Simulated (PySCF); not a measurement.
A calculated (TPSS, PySCF 2.14, jorge-DZP-DKH, scalar relativity by spin-free X2C-1e) atom or ion has these occupied shells.

| shell | electrons | orbital energy (eV) | rms radius, mean of both spins (bohr) |
| --- | --- | --- | --- |
| 1s α | 1 | -275.55 | 0.313 |
| 1s β | 1 | -274.71 | 0.313 |
| 2s α | 1 | -14.801 | 1.73 |
| 2s β | 1 | -11.859 | 1.73 |
| 2p α | 2 | -6.141 | 1.92 |

(1) Name the element and its charge.

Results:

(1) C (carbon, neutral), in [He] 2s2 2p2, high-spin 3P determinant.
